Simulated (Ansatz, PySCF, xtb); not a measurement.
Pulling on the C2–B1 bond in CH5B (SMILES BC) (multiplicity 1 held, fragments rigid). Energies count from the point at 1.551 Å.
Geometry at that point (charge 0, multiplicity 1):
| atom | x (Å) | y (Å) | z (Å) |
|---|---|---|---|
| B | 0.8668 | 0.0793 | 0.0114 |
| C | -0.6766 | -0.0672 | -0.0412 |
| H | 1.5656 | -0.8646 | 0.2285 |
| H | 1.3857 | 1.1491 | -0.1020 |
| H | -0.9945 | 0.0764 | 1.0066 |
| H | -1.0372 | -1.0565 | -0.3271 |
| H | -1.1944 | 0.7024 | -0.6158 |

R- and RO- levels are restricted; in cc, def2 and unpolarised 6-31G sets they are followed outwards from rest. Unrestricted levels (U-) break spin symmetry where that is lower. Active spaces are followed from a long bond inwards. Left out are points that failed, MP2 points that dive below the minimum, coupled-cluster points behind a jump of the amplitudes or a sharp parting from full CI or MRCI, small-basis points behind a change of solution, and semi-empirical points at long bonds. Curves can end on different states.

Cores are frozen in the correlated methods. Rows in 6-31G* carry no dispersion term and start afresh at each structure (6-31G* with six Cartesian d functions). MP2/6-31G* freezes PySCF's default core.

Run with Ansatz (an electronic-structure program) with Gaussian orbitals; PySCF for 6-31G* rows; xtb for the GFN methods. Each number belongs to the level named beside it. The GFN methods have no spin term and hold the electronic entropy of 300 K.

Energies in kJ/mol.

```csv
R (Å),GFN2-xTB,R-HF/cc-pVTZ,R-MP2/6-31G*,U-MP2/cc-pVTZ,"FIC-MRCISD+Q on CASSCF(2,2)/cc-pVTZ"
1.241,245,…,229,216,220
1.396,45,47,45,42,44
1.551,0,0,0,0,0
1.706,20,…,21,22,20
1.861,69,71,73,73,69
2.094,160,168,169,167,159
2.327,254,268,266,274,247
2.715,387,416,403,438,362
3.102,478,535,502,485,434
3.568,539,644,575,501,473
4.188,left out,746,603,506,489
4.964,574,830,555,507,492
```

Q: Complete the blanks.

A: 
- 1.241, R-HF/cc-pVTZ: 230
- 1.706, R-HF/cc-pVTZ: 20

Doubts at one or more of the structures used: a restricted determinant that unrestricted orbitals would lower (R-HF/cc-pVTZ, R-MP2/6-31G*); a spin-contaminated determinant (U-MP2/cc-pVTZ).
